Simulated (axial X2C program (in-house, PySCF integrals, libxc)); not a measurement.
# Correcting the dissociation energy of MoI for spin–orbit coupling

A spin-free CCSD(T) curve (one-electron X2C) was computed with an in-house all-electron X2C program for linear molecules (integrals from PySCF), basis I dyall-cv3z [11s12p8d4f1g], Mo dyall-cv3z [11s12p9d5f3g] (cores contracted in-house), for the state M_S = 5/2, Λ = 0 (beyond evenly filled blocks: σα, π+α, π-α, δ+α, δ-α). It gives D0 = 2.711 eV to I + Mo, which in a spin-free picture are the weighted means of the ground terms.

Correlated methods: 21 electrons correlated (number of frozen shells: I 4 s, 3 p, 2 d; Mo 3 s, 2 p, 1 d), 341 virtual spin orbitals or spinors in MP2, 140 natural virtuals in coupled cluster.

Measured levels of the ground terms (NIST Handbook of Basic Atomic Spectroscopic Data), in cm⁻¹: I 2P: J = 3/2 at 0, J = 1/2 at 7603.1; Mo 7S: J = 3 at 0.

The molecular state has Λ = 0, so it has no first-order lowering.

(1) How far does each ground level lie under the (2J+1)-weighted mean of its term?

(2) Correct D0.

Second-order spin–orbit effects in the molecule, which grow quickly with Z, are left out. Occupations by symmetry block were frozen at the best pattern of an incomplete PBE0 search. Dissociation energies refer to the lowest single-determinant-based atoms at the same level and basis. Coupled cluster ran in a truncated set of natural virtual spinors; the MP2 energy of the rest was added. (T) has no such correction and the atoms are truncated less, which lowers De at CCSD(T) by a hundredth of an eV or more.

Answers

(1) I: (4 × 0 + 2 × 7603.1)/6 = 2534 cm⁻¹; Mo: a single level, 0.

(2) D0 = 2.711 + (0 − 2534)/8065.5 = 2.397 eV at CCSD(T) with these spin–orbit terms. The direct two-component run gives 2.429 eV; the difference holds second-order terms in the molecule, scalar two-electron terms, the gap between measured and computed atomic splittings (a 2c atom can miss part of its lowering) and, in coupled cluster, the truncation of each run.
